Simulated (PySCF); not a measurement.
Shifts of the heteroatoms

Bonds (- single, = double, # triple, : aromatic): C1=C2 1.328 Å, C2-C3 1.448 Å, C3-F4 1.347 Å, C3=C5 1.336 Å, C5-F6 1.323 Å, C5-F7 1.328 Å. C1 carries H8, H9; C2 carries H10. H9 is cis to C3; H8 is trans to C3.

Computed data (PySCF 2.14.0 with density-fitted response routines): coordinates at the GFN2-xTB level, NMR shieldings at PBE0/pcSseg-1/GIAO, J couplings at B3LYP/pcJ-1 (spin–dipole term only in couplings to heteroatoms). No relativistic terms, a single conformation, gas phase.

Question: What are the ¹⁹F shifts?

Answer: 
```
atoms       environment  σ (ppm)  δ (ppm)
   F6  vinylic fluorine    274.2   -101.4
   F7  vinylic fluorine    290.9   -116.5
   F4  vinylic fluorine    371.7   -189.4
```

Shieldings were converted by a linear fit to measured shifts: ¹⁹F: δ = 146.13 − 0.903σ +14.6 on sp3 carbon (rms 6.0 ppm, 223 shifts, 7.0 ppm with the 5 outliers that the fit left out vs CFCl3, solution or neat liquid). Occasional misses reach two or three times the rms, and more in compound classes unlike the fitted ones. Couplings are scaled by factors fitted to measured values: ²J(H,H) × 0.95 (rms 1.3 Hz), ³J(H,H) × 0.92 (rms 0.5 Hz), ¹J(C,F) × 0.77 (rms 8.7 Hz), ²J(C,F) × 1.14 (rms 1.9 Hz, 10.1 with 1 outliers), ³J(C,F) × 1.46 (rms 1.5 Hz); all others are unscaled and can be 10–30 % off.

Couplings (the largest are listed; each averaged over equivalent pairs): ¹J(C5,F6) = -296.6 Hz, ¹J(C5,F7) = -285.9 Hz, ¹J(C3,F4) = -233.7 Hz, ²J(F4,C5) = 53.2 Hz, ²J(C3,F7) = 52.0 Hz, ²J(F6,F7) = -30.4 Hz, ²J(C2,F4) = 19.4 Hz, ²J(C3,F6) = 18.5 Hz, ³J(F4,F7) = -146.4 Hz, ³J(F4,F6) = 59.2 Hz, ³J(F4,H10) = 23.4 Hz, ³J(C2,F7) = -10.7 Hz.

On a 500 MHz spectrometer ¹⁹F resonates near 470.5 MHz, so 1 ppm is 470.5 Hz.
